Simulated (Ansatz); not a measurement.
C₂H₇ClO₂SSi, SMILES `CO[Si](S)(Cl)OC`. The species carries charge 0 and has multiplicity 1.

```xyz
14

C     1.655    0.739   -1.661
O     1.334   -0.429   -0.929
Si   -0.035   -0.661   -0.106
S    -0.044   -2.575    0.785
Cl   -1.633   -0.474   -1.393
O    -0.149    0.466    1.053
C    -1.274    0.699    1.876
H     2.626    0.579   -2.131
H     0.910    0.931   -2.439
H     1.716    1.608   -1.001
H    -0.410   -3.194   -0.350
H    -2.134    1.016    1.279
H    -1.546   -0.198    2.439
H    -1.015    1.493    2.577
```

Problem. Give the diagnostics of a CCSD(T)/def2-TZVPP run (frozen core, the Gaussian-basis code of Ansatz). (An estimate is asked.)

Solution. Ansatz gave: T1 = 0.0111, largest single amplitude 0.009, largest double 0.023, (T) share of the correlation energy 3.9 %, 9 CCSD cycles. The RHF solution is stable towards an unrestricted one. T1 lies under the customary mark of 0.02 for closed shells.
